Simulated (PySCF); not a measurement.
Unknown compound

Molecular formula: C₆H₁₂N₂Si. Simulated spectra:

1H NMR (300 MHz, computed): δ 7.80 (m, 1H), 7.58 (m, 1H), 6.58 (m, 1H), 0.42 (s, 9H).

13C{1H} NMR (computed): δ 145.7, 136.8, 112.6, 0.5.

One averaged value for each set of equivalent atoms, one computed conformer, in vacuum, relativity neglected. PBE0/pcSseg-1 with gauge-including orbitals; geometry from GFN2-xTB; PySCF.

Referencing at the same level of theory: TMS for 1H, 13C.

Which of these isomers gave the spectra?
A. CN(C)[Si@H]1C[C@H](C#N)C1
B. C[Si](C)(C)c1cn[nH]c1
C. C[Si](C)(C)n1cccn1

Results:

C. 

The formula gives 3 degrees of unsaturation (1 ring in the answer). 4 carbon signals for 6 carbons: some carbons are equivalent by symmetry or fast rotation. Carbon types of the structure: 3 × CH, 3 × CH3, which accounts for all hydrogens. δC 145.7, 136.8: aromatic CH next to a ring nitrogen. δC 112.6: aromatic CH. δC 0.5: methyl carbon bonded to Si; an electropositive neighbour leaves it electron-rich and shielded. δH 7.80, 7.58: hydrogen on an aromatic CH next to a ring nitrogen; the ring current deshields protons in the ring plane. δH 6.58: hydrogen on an aromatic CH; aromatic region.

The others: C[Si](C)(C)c1cn[nH]c1 would give 3 signals for carbon-bound and other non-exchanging H, not 4; CN(C)[Si@H]1C[C@H](C#N)C1 would give 5 signals for carbon-bound and other non-exchanging H, not 4.

Shifts are as computed. Against solution values, carbons near 30 ppm lie about +3 ppm off and those near 130 ppm about +5 ppm. Of 1211 compounds with measured shifts, 218 miss one by over three times the rms of a fit or turn the order of signals round; such compounds aren't used in these exercises. No couplings were computed; multiplicities are counted from neighbouring protons, with m where these are inequivalent, close in shift, in a saturated or five-membered ring or joined by F or P, and br s for small geminal =CH2 splittings.
